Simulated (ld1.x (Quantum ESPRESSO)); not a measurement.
**silicon, TM: configuration errors across variants**

* Element: silicon
* Generator: ld1.x (Quantum ESPRESSO) 7.5
* Type: norm-conserving Troullier–Martins (Kleinman–Bylander form)
* Functional: LDA (PZ)
* Relativity: fully relativistic
* Frozen core: [Ne]
* Valence charge: 4
* Reference configuration: 3s1.5 3p2.5
* Partial waves: 3p (bound): rc 1.55 bohr; 3s (bound): rc 1.40 bohr
* Local potential: the s channel
* Core correction: a·sin(br)/r model core inside 1.30 bohr

Open shells are filled in proportion to 2j + 1 (rel_dist='average').

All-electron excitation energies from the reference (eV): (1) 3s2 3p2 -3.381; (2) 3s2 3p1 4.448; (3) 3s2 3p0 20.562; (4) 3s2 3p1.5 -0.416; (5) 3s1 3p0 54.707; (6) 3s2 3p2.3 -4.338; (7) 3s0 3p4 10.398.

Tests that are not counted but printed errors over 1 eV. “wave 3s (bound): rc 1.40 bohr becomes 3s (bound): rc 0.90 bohr”: 3s1 3p0 (pseudo-atom not self-consistent, printed error -1.3 eV).

A true bound ghost makes a file unfit for plane-wave use even where its test errors are small: the radial tests pick states by their node count and pass the ghost by. Where a test does run into it, the solver fails or the error is huge.

Errors AE − PS in meV (a dash: test not solved or not reliable):

| change | (1) | (2) | (3) | (4) | (5) | (6) | (7) | bound ghosts |
| --- | --- | --- | --- | --- | --- | --- | --- | --- |
| base | +0.2 | +2.2 | +18 | +0.1 | +67 | +0.7 | +1.7 | none |
| wave 3s (bound): rc 1.40 bohr becomes 3s (bound): rc 0.90 bohr | +1.7 | -63 | – | -27 | – | +15 | +124 | p3/2 |
| wave 3s (bound): rc 1.40 bohr becomes 3s (bound): rc 1.06 bohr | +1.5 | +7.9 | +61 | +1.5 | +191 | +2.6 | +28 | none |
| wave 3s (bound): rc 1.40 bohr becomes 3s (bound): rc 1.26 bohr | +0.1 | +2.6 | +24 | -0.1 | +79 | +0.7 | +1.0 | none |
| wave 3s (bound): rc 1.40 bohr becomes 3s (bound): rc 1.44 bohr | +0.3 | +2.1 | +17 | +0.2 | +65 | +0.7 | +2.2 | none |
| wave 3s (bound): rc 1.40 bohr becomes 3s (bound): rc 1.76 bohr | +0.4 | +2.1 | +15 | +0.3 | +62 | +0.8 | +3.4 | none |
| wave 3s (bound): rc 1.40 bohr becomes 3s (bound): rc 1.90 bohr | +0.2 | +2.2 | +18 | +0.2 | +65 | +0.7 | +1.5 | none |
| wave 3s (bound): rc 1.40 bohr becomes 3s (bound): rc 2.04 bohr | -0.2 | +2.5 | +23 | -0.2 | +72 | +0.4 | -2.6 | none |

**Question.** Give the same row for: wave 3s (bound): rc 1.40 bohr becomes 3s (bound): rc 1.54 bohr.

**Answer.** +0.4, +2.1, +16, +0.3, +62, +0.8, +3.3; bound ghosts: none.
